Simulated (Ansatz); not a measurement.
GeH2MeBr (CH₅BrGe). Charge 0, multiplicity 1. Geometry relaxed at PBE0-D4/def2-SVP.

```csv
atom,x (Å),y (Å),z (Å)
Ge1,-0.270,0.287,-0.790
H2,-1.781,0.534,-0.929
H3,0.266,-0.491,-2.002
C4,0.193,-0.554,0.898
H5,-0.303,-1.533,0.977
H6,-0.132,0.081,1.734
H7,1.281,-0.696,0.960
Br8,0.746,2.374,-0.849
```

Question: Estimate the harmonic wavenumbers at RKS PBE0-D4/def2-SVP (Ansatz, unscaled). Is this a minimum?

Answer: 138, 147, 303, 446, 617, 619, 702, 846, 862, 877, 1257, 1426, 1432, 2166, 2171, 3069, 3181, 3194 cm⁻¹. Yes, no mode is imaginary beyond noise. Zero-point energy 140.3 kJ/mol. It took 39 s on 4 threads of Arm Neoverse V2 on a shared host.
